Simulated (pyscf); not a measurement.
## HN=SiH₂, singlet

Gas-phase minimum from PySCF at ωB97X-D3(BJ)/def2-SVP, one conformer. HN=SiH₂ lies 18.2 kcal/mol over its isomer H₂N–SiH: [singlet], and others may lie lower still (electronic energy, ωB97M-D3(BJ)). 

```xyz
5

N     -0.2987    -0.9451    -0.5390
Si    -1.5076    -0.2133     0.2050
H      0.4011    -1.4803    -0.0290
H     -2.4865     0.5473    -0.6040
H     -1.8291    -0.1687     1.6621
```

Bonded distances (Å): N1–Si2 1.597, N1–H3 1.018, Si2–H4 1.480, Si2–H5 1.493. Angles (°): Si2–N1–H3 121.9, N1–Si2–H4 118.8, N1–Si2–H5 129.2, H4–Si2–H5 112.1.

Properties at ωB97X-D3(BJ)/def2-SVP:

```yaml
harmonic_wavenumbers_unscaled: 562, 639, 755, 784, 1009, 1166, 2245, 2319, 3645 cm⁻¹
zero_point_energy: 18.8 kcal/mol
rotational_symmetry_number: 1
Entropy of this conformer at 298 K and 1 atm, rigid rotor and harmonic oscillator, modes under 100 cm⁻¹ raised to 100: 245.4 J/(mol K)
dipole_moment: 2.28 D
```

Single-point totals, which compare only within one level (frozen core for MP2 and CC):

```json
[
 {"level": "ωB97X-D3(BJ)/def2-TZVP", "total energy (hartree)": "-346.07304"},
 {"level": "PBE/def2-TZVP", "total energy (hartree)": "-345.81865"},
 {"level": "r²SCAN/def2-TZVP", "total energy (hartree)": "-345.97625"},
 {"level": "B3LYP-D3(BJ)/def2-TZVP", "total energy (hartree)": "-346.06676"},
 {"level": "PBE0-D3(BJ)/def2-TZVP", "total energy (hartree)": "-345.84615"},
 {"level": "M06-2X/def2-TZVP", "total energy (hartree)": "-345.98539"},
 {"level": "ωB97M-D3(BJ)/def2-TZVP", "total energy (hartree)": "-346.09128"},
 {"level": "HF/def2-TZVPP", "total energy (hartree)": "-345.11289"},
 {"level": "MP2/def2-TZVPP", "total energy (hartree)": "-345.44890"},
 {"level": "CCSD/def2-TZVPP", "total energy (hartree)": "-345.46753"},
 {"level": "CCSD(T)/def2-TZVPP", "total energy (hartree)": "-345.48374"}
]
```

The CCSD(T) − MP2 part came from Ansatz, without density fitting, on the same reference.
